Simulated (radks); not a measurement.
Zr III, configuration [Kr] 4d2.

All-electron calculation, scalar-relativistic Kohn-Sham, PBE, spin-polarised, spherical densities, point nucleus; open shells are filled with parallel spins first (spin-orbit coupling, left out, can overturn this in heavy ions). Program: a radial shooting solver on a logarithmic mesh with Libxc functionals.

Energy parts (eV):
total: -97901.700
kinetic: 100665.631
electron-nucleus: -235187.137
Hartree: 39711.081
exchange-correlation: -3091.275

Orbitals (lengths in bohr, moments of r in powers of bohr; r(max) is where P^2 peaks):
orbital	occ.	eigenvalue (eV)	r(max)
1s down	1	-17839.75	0.02414
1s up	1	-17839.74	0.02414
2s up	1	-2484.390	0.1370
2s down	1	-2484.223	0.1370
2p up	3	-2216.987	0.1095
2p down	3	-2216.866	0.1095
3s up	1	-419.2798	0.4082
3s down	1	-419.1924	0.4082
3p up	3	-332.1697	0.4023
3p down	3	-332.0728	0.4023
3d up	5	-189.2375	0.3474
3d down	5	-189.0839	0.3475
4s up	1	-69.4333	1.080
4s down	1	-68.3108	1.076
4p up	3	-47.4584	1.183
4p down	3	-46.1395	1.176
4d up	2	-17.9375	1.568
4d down	0	-16.3718	1.552

The highest occupied level is 4d up at -17.937 eV. For comparison, the ionisation energy in NIST's Atomic Spectra Database is 23.170 eV (semi-empirical). In exact Kohn-Sham theory the highest level is minus the ionisation energy, but local and semilocal functionals leave it too shallow, through self-interaction and a potential that decays too fast; potentials with the right tail come closer. Summed over all electrons, <r^2> = 30.26 bohr^2, which gives a Langevin (diamagnetic) susceptibility term of -24 x 10^-6 cm^3/mol.
